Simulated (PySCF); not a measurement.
**Electronic absorption of C8H11P**

C₈H₁₁P.
Bonds: C1–C2 (double), C2–P3, P3–C4, C4–C5 (double), C5–C6, C6–C7, C6–C8, C8–C9 (double), P3–C9. Hydrogens: H10, H11 on C1; H12 on C2; H13 on C4; H14 on C5; H15 on C6; H16, H17, H18 on C7; H19 on C8; H20 on C9.

Computed, not measured: TDDFT PBE0/def2-SVPD, vertical, gas phase, core orbitals frozen in the response (PySCF 2.14.0, density-fitted response routines). Geometry: PBE0-D3(BJ)/def2-SVP, one conformer, isolated molecule. Torsions of this conformer, `[CH2:1]=[CH:2][P:3]1[CH:4]=[CH:5][CH:6]([CH3:7])[CH:8]=[CH:9]1`: C1–C2–P3–C4 129°.

| state | E (eV) | E (hartree) | f | \|μ\| (D) | main configurations (H = HOMO, L = LUMO) |
| --- | --- | --- | --- | --- | --- |
| S1 | 4.23 | 0.1556 | 0.0036 | 0.47 | H→L (99%) |
| S2 | 5.20 | 0.1909 | 0.021 | 1.03 | H→L+2 (98%) |
| S3 | 5.34 | 0.1964 | 0.153 | 2.75 | H→L+1 (83%), H-1→L (13%) |
| S4 | 5.83 | 0.2144 | 0.0041 | 0.43 | H→L+3 (96%) |
| S5 | 6.15 | 0.2259 | 0.531 | 4.77 | H-1→L (75%), H→L+1 (10%) |
| S6 | 6.26 | 0.2301 | 0.0014 | 0.25 | H-3→L (95%) |
| S7 | 6.38 | 0.2344 | 0.020 | 0.91 | H-2→L (54%), H→L+4 (24%) |
| S8 | 6.51 | 0.2392 | 0.0022 | 0.30 | H→L+4 (65%), H-1→L+2 (15%), H-2→L (15%) |
| S9 | 6.53 | 0.2401 | 0.0084 | 0.58 | H-1→L+1 (91%) |
| S10 | 6.63 | 0.2438 | 0.0027 | 0.33 | H→L+5 (92%) |

Triplets, Tamm–Dancoff:

| state | E (eV) | λ (nm) | main configurations (H = HOMO, L = LUMO) |
| --- | --- | --- | --- |
| T1 | 3.63 | 341.9 | H→L (75%), H→L+2 (10%) |
| T2 | 3.92 | 316.6 | H→L+1 (57%), H-1→L (20%) |
| T3 | 4.19 | 295.8 | H-1→L (32%), H-2→L (31%), H-1→L+2 (10%) |
| T4 | 4.55 | 272.8 | H→L+2 (69%), H→L (18%) |

The lowest singlet comes at 293 nm (409 kJ/mol) in the ultraviolet; it is very weak; its leading configuration is HOMO→LUMO (99%). The most intense listed level is S5 at 6.15 eV (202 nm, f = 0.531), 1.91 eV above S1. Löwdin shares by element: HOMO phosphorus 40%, carbon 29% or more (atoms not listed hold the other 31%); LUMO carbon 60% or more (atoms not listed hold the other 40%). The oscillator strengths of these states sum to 0.747; summed over the whole spectrum of an exact calculation they would give the number of electrons, 74 (Thomas–Reiche–Kuhn). Of the 10 states listed, 4 reach f = 0.01 and none stays under 0.0005. Orbital energies (eV): HOMO-3 -8.26, HOMO-2 -8.12, HOMO-1 -7.53, HOMO -6.15, LUMO -0.72, LUMO+1 0.05, LUMO+2 0.25. The vertical ionisation energy (ΔSCF) is 7.82 eV, 1.18 eV above S10. Only the lowest 10 singlets were computed, as vertical energies without vibronic structure.
